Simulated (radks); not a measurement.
Pb3+, 79 electrons, occupied as [Xe] 4f14 5d10 6s0.5 5f0.5 (fractional occupations, a model configuration). All-electron calculation, Dirac Kohn-Sham, exchange-only LDA, spin-unpolarised, spherical densities, finite nucleus; open shells fill j = l - 1/2 first; Fermi nuclear charge, rms radius 5.5012 fm. Program: a radial shooting solver on a logarithmic mesh with Libxc functionals.

Radial electron density D(r) = 4 pi r^2 rho(r):

```
   r/bohr * D(r) (the largest magnitude, 154, reaches the edge; | marks zero)
 0.002981 |                  *
 0.003498 |                      *
 0.004105 |                         *
 0.004817 |                             *
 0.005608 |                                 *
 0.006581 |                                     *
 0.007723 |                                        *
 0.009063 |                                         *
  0.01064 |                                          *
  0.01238 |                                          *
  0.01453 |                                        *
  0.01705 |                                       *
  0.02001 |                                     *
  0.02348 |                                      *
  0.02734 |                                        *
  0.03208 |                                            *
  0.03765 |                                                 *
  0.04418 |                                                     *
  0.05184 |                                                      *
  0.06036 |                                                   *
  0.07083 |                                              *
  0.08312 |                                           *
  0.09754 |                                            *
   0.1145 |                                                *
   0.1343 |                                                   *
   0.1564 |                                                 *
   0.1835 |                                        *
   0.2153 |                                *
   0.2527 |                            *
   0.2966 |                               *
   0.3452 |                                  *
   0.4051 |                               *
   0.4754 |                        *
   0.5579 |                *
   0.6547 |           *
   0.7622 |         *
   0.8945 |        *
     1.05 |      *
    1.232 |    *
    1.446 |  *
    1.683 | *
    1.975 |*
    2.318 *
     2.72 *
    3.192 *
    3.745 *
     4.36 *
    5.117 *
    6.004 *
    7.046 *
    8.269 *
    9.626 *
     11.3 *
```

D(r) has 4 maxima, at r = 0.0108, 0.0494, 0.138, 0.354 bohr, and minima at 0.0213, 0.0879, 0.251 bohr, inside which lie 2.04, 11.02, 30.10 electrons.
